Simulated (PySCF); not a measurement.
C4H11Al, singlet, at a GFN2-xTB geometry (such geometries of metal compounds can be far from the true shape); CASSCF(8,6)/STO-3G (PySCF).

Input for PySCF:
```python
from pyscf import gto, scf, mcscf
import numpy

mol = gto.M(
    atom='''
Al   -1.411924    1.709066    0.968380
H    -1.431866    2.302235    2.401132
H    -2.022859    2.651023   -0.101326
C    -0.611479   -0.058833    0.512967
C     0.809715    0.121057   -0.065641
C     1.493306   -1.198180   -0.435032
C     0.853476   -1.892367   -1.632184
H    -0.542094   -0.731664    1.383750
H    -1.216685   -0.603746   -0.228574
H     0.763925    0.760775   -0.953578
H     1.430453    0.641416    0.672200
H     2.541831   -0.993479   -0.667496
H     1.472371   -1.868203    0.428227
H     0.834736   -1.225911   -2.492120
H    -0.166067   -2.199377   -1.412540
H     1.421153   -2.780991   -1.899272
''',
    basis='sto-3g',
    charge=0,
    spin=0,
    verbose=4,
)

mf = scf.RHF(mol)
mf.kernel()
mc = mcscf.CASSCF(mf, 6, 8)
mc.fix_spin_(ss=0.0)
mc.kernel()
occ = numpy.linalg.eigvalsh(mc.fcisolver.make_rdm1(mc.ci, mc.ncas, mc.nelecas))[::-1]
ss = mc.fcisolver.spin_square(mc.ci, mc.ncas, mc.nelecas)[0]
print('natural occupations', occ.round(4), ' <S^2>', round(ss, 4))
```

What the program printed (banner, timings and long lists left out):

```
PySCF version 2.14.0

[INPUT] verbose = 4
[INPUT] num. atoms = 16
[INPUT] num. electrons = 48
[INPUT] charge = 0
[INPUT] spin (= nelec alpha-beta = 2S) = 0
[INPUT] symmetry False subgroup None
[INPUT] Mole.unit = angstrom
[INPUT] Symbol           X                Y                Z      unit          X                Y                Z       unit  Magmom
[...]
nuclear repulsion = 211.110380417761
number of shells = 28
number of NR pGTOs = 120
number of NR cGTOs = 40
basis = sto-3g
ecp = {}

******** <class 'pyscf.scf.hf.RHF'> ********
method = RHF
initial guess = minao
damping factor = 0
level_shift factor = 0
DIIS = <class 'pyscf.scf.diis.CDIIS'>
diis_start_cycle = 1
diis_space = 8
diis_damp = 0
SCF conv_tol = 1e-09
SCF conv_tol_grad = None
SCF max_cycles = 50
direct_scf = True
direct_scf_tol = 1e-13
Set gradient conv threshold to 3.16228e-05
Initial guess from minao.
init E= -395.223606470304
[...]
cycle= 1 E= -395.021284442595  delta_E= 0.202  |g|= 0.264  |ddm|= 4.37
[...]
cycle= 2 E= -395.052482018566  delta_E= -0.0312  |g|= 0.0663  |ddm|= 0.496
[...]
cycle= 3 E= -395.054671122962  delta_E= -0.00219  |g|= 0.0186  |ddm|= 0.144
[...]
cycle= 4 E= -395.054801207908  delta_E= -0.00013  |g|= 0.00168  |ddm|= 0.0326
[...]
cycle= 5 E= -395.054802917032  delta_E= -1.71e-06  |g|= 0.000453  |ddm|= 0.00357
[...]
cycle= 6 E= -395.05480305455  delta_E= -1.38e-07  |g|= 9.93e-05  |ddm|= 0.0011
[...]
cycle= 7 E= -395.054803061483  delta_E= -6.93e-09  |g|= 1.58e-05  |ddm|= 0.00027
[...]
cycle= 8 E= -395.054803061641  delta_E= -1.58e-10  |g|= 3.1e-06  |ddm|= 3.97e-05
[...]
Extra cycle  E= -395.054803061645  delta_E= -3.98e-12  |g|= 1.11e-06  |ddm|= 5.72e-06
converged SCF energy = -395.054803061645

******** <class 'pyscf.mcscf.mc1step.CASSCF'> ********
CAS (4e+4e, 6o), ncore = 20, nvir = 14
max_cycle_macro = 50
max_cycle_micro = 4
conv_tol = 1e-07
conv_tol_grad = None
orbital rotation max_stepsize = 0.02
orbital rotation threshold for CI restart = 0.01
augmented hessian ah_max_cycle = 30
augmented hessian ah_conv_tol = 1e-12
augmented hessian ah_linear dependence = 1e-14
augmented hessian ah_level shift = 1e-08
augmented hessian ah_start_tol = 2.5
augmented hessian ah_start_cycle = 3
augmented hessian ah_grad_trust_region = 3
kf_trust_region = 3
kf_interval = 4
ci_response_space = 4
ci_grad_trust_region = 3
with_dep4 0
natorb = False
canonicalization = True
sorting_mo_energy = False
ao2mo_level = 2
internal_rotation = False
******** <class 'pyscf.fci.addons.SpinPenaltyFCISolver'> ********
max. cycles = 50
conv_tol = 1e-08
davidson only = True
linear dependence = 1e-12
level shift = 0.001
max iter space = 12
nroots = 1
pspace_size = 400
spin = None
CASCI E = -395.060732277896  S^2 = 0.0000000
Set conv_tol_grad to 0.000316228
macro iter   1 ( 21 JK    4 micro), CASSCF E = -395.064864922369  dE = -4.13264447e-03  S^2 = 0.0000000
               |grad[o]|=0.0127  |grad[c]|=0.0114  |ddm|=0.0396  |maxRot[o]|=0.208
macro iter   2 ( 21 JK    4 micro), CASSCF E = -395.068049506147  dE = -3.18458378e-03  S^2 = 0.0000000
               |grad[o]|=0.0112  |grad[c]|=0.017  |ddm|=0.0187  |maxRot[o]|=0.236
macro iter   3 ( 21 JK    4 micro), CASSCF E = -395.069664828509  dE = -1.61532236e-03  S^2 = 0.0000000
               |grad[o]|=0.00973  |grad[c]|=0.00593  |ddm|=0.0166  |maxRot[o]|=0.177
macro iter   4 ( 17 JK    4 micro), CASSCF E = -395.070484606353  dE = -8.19777844e-04  S^2 = 0.0000000
               |grad[o]|=0.00734  |grad[c]|=0.017  |ddm|=0.00854  |maxRot[o]|=0.121
macro iter   5 ( 21 JK    4 micro), CASSCF E = -395.073351393164  dE = -2.86678681e-03  S^2 = 0.0000000
               |grad[o]|=0.00658  |grad[c]|=0.0364  |ddm|=0.0124  |maxRot[o]|=0.227
macro iter   6 ( 17 JK    4 micro), CASSCF E = -395.078884528039  dE = -5.53313488e-03  S^2 = 0.0000000
               |grad[o]|=0.0124  |grad[c]|=0.042  |ddm|=0.0227  |maxRot[o]|=0.192
macro iter   7 ( 12 JK    3 micro), CASSCF E = -395.082145477115  dE = -3.26094908e-03  S^2 = 0.0000000
[...]
               |grad[o]|=0.000153  |grad[c]|=0.00517  |ddm|=0.000249  |maxRot[o]|=0.058
macro iter  27 (  7 JK    2 micro), CASSCF E = -395.085356078066  dE = -3.41982019e-06  S^2 = 0.0000000
               |grad[o]|=0.000186  |grad[c]|=0.00364  |ddm|=0.000162  |maxRot[o]|=0.043
macro iter  28 (  7 JK    2 micro), CASSCF E = -395.085359171458  dE = -3.09339129e-06  S^2 = 0.0000000
               |grad[o]|=0.000196  |grad[c]|=0.00319  |ddm|=0.000138  |maxRot[o]|=0.0374
macro iter  29 (  7 JK    2 micro), CASSCF E = -395.085362480471  dE = -3.30901389e-06  S^2 = 0.0000000
               |grad[o]|=0.000214  |grad[c]|=0.00318  |ddm|=0.000127  |maxRot[o]|=0.0351
macro iter  30 (  7 JK    2 micro), CASSCF E = -395.085366483511  dE = -4.00304003e-06  S^2 = 0.0000000
               |grad[o]|=0.000221  |grad[c]|=0.00335  |ddm|=0.000117  |maxRot[o]|=0.0358
macro iter  31 (  7 JK    2 micro), CASSCF E = -395.085371813720  dE = -5.33020892e-06  S^2 = 0.0000000
               |grad[o]|=0.000245  |grad[c]|=0.0038  |ddm|=0.000118  |maxRot[o]|=0.0379
macro iter  32 (  7 JK    2 micro), CASSCF E = -395.085379322922  dE = -7.50920202e-06  S^2 = 0.0000000
               |grad[o]|=0.000291  |grad[c]|=0.0042  |ddm|=0.000158  |maxRot[o]|=0.0413
macro iter  33 (  6 JK    2 micro), CASSCF E = -395.085389355354  dE = -1.00324315e-05  S^2 = 0.0000000
               |grad[o]|=0.000338  |grad[c]|=0.00386  |ddm|=0.000242  |maxRot[o]|=0.0425
macro iter  34 (  6 JK    2 micro), CASSCF E = -395.085402116268  dE = -1.27609140e-05  S^2 = 0.0000000
               |grad[o]|=0.000378  |grad[c]|=0.00318  |ddm|=0.000328  |maxRot[o]|=0.0438
macro iter  35 (  5 JK    2 micro), CASSCF E = -395.085412149286  dE = -1.00330183e-05  S^2 = 0.0000000
               |grad[o]|=0.00041  |grad[c]|=0.0014  |ddm|=0.000231  |maxRot[o]|= 0.03
macro iter  36 (  5 JK    2 micro), CASSCF E = -395.085422641613  dE = -1.04923273e-05  S^2 = 0.0000000
               |grad[o]|=0.0004  |grad[c]|=0.00118  |ddm|=0.000243  |maxRot[o]|= 0.03
macro iter  37 (  4 JK    1 micro), CASSCF E = -395.085435685201  dE = -1.30435876e-05  S^2 = 0.0000000
               |grad[o]|=0.000381  |grad[c]|=0.00411  |ddm|=0.000309  |maxRot[o]|=0.039
macro iter  38 (  4 JK    2 micro), CASSCF E = -395.085438646870  dE = -2.96166860e-06  S^2 = 0.0000000
               |grad[o]|=0.000286  |grad[c]|=0.00108  |ddm|=0.000135  |maxRot[o]|= 0.01
macro iter  39 (  4 JK    2 micro), CASSCF E = -395.085441344626  dE = -2.69775603e-06  S^2 = 0.0000000
               |grad[o]|=0.000259  |grad[c]|=0.00107  |ddm|=0.000137  |maxRot[o]|= 0.01
macro iter  40 (  3 JK    1 micro), CASSCF E = -395.085445692886  dE = -4.34826001e-06  S^2 = 0.0000000
               |grad[o]|=0.000225  |grad[c]|=0.00209  |ddm|=0.000166  |maxRot[o]|= 0.02
macro iter  41 (  3 JK    1 micro), CASSCF E = -395.085447662002  dE = -1.96911600e-06  S^2 = 0.0000000
               |grad[o]|=0.000116  |grad[c]|=0.00148  |ddm|=0.00012  |maxRot[o]|=0.0142
macro iter  42 (  3 JK    1 micro), CASSCF E = -395.085448300415  dE = -6.38413496e-07  S^2 = 0.0000000
               |grad[o]|=8.2e-05  |grad[c]|=0.000842  |ddm|=7.62e-05  |maxRot[o]|=0.00807
macro iter  43 (  3 JK    1 micro), CASSCF E = -395.085448494801  dE = -1.94385734e-07  S^2 = 0.0000000
               |grad[o]|=3.05e-05  |grad[c]|=0.000451  |ddm|=3.1e-05  |maxRot[o]|=0.00455
macro iter  44 (  1 JK    1 micro), CASSCF E = -395.085448495908  dE = -1.10713927e-09  S^2 = 0.0000000
               |grad[o]|=2.03e-05  |grad[c]|=6.24e-05  |ddm|=1.01e-05  |maxRot[o]|=    0
1-step CASSCF converged in  44 macro (356 JK  95 micro) steps
CASSCF canonicalization
Density matrix diagonal elements [1.99947066 1.99950284 1.97483747 1.97681613 0.01980102 0.02957187]
CASSCF energy = -395.085448495908
CASCI E = -395.085448495908  E(CI) = -19.6286587026146  S^2 = 0.0000000
natural occupations [1.9998 1.9994 1.9795 1.9723 0.0321 0.0169]  <S^2> 0.0
```
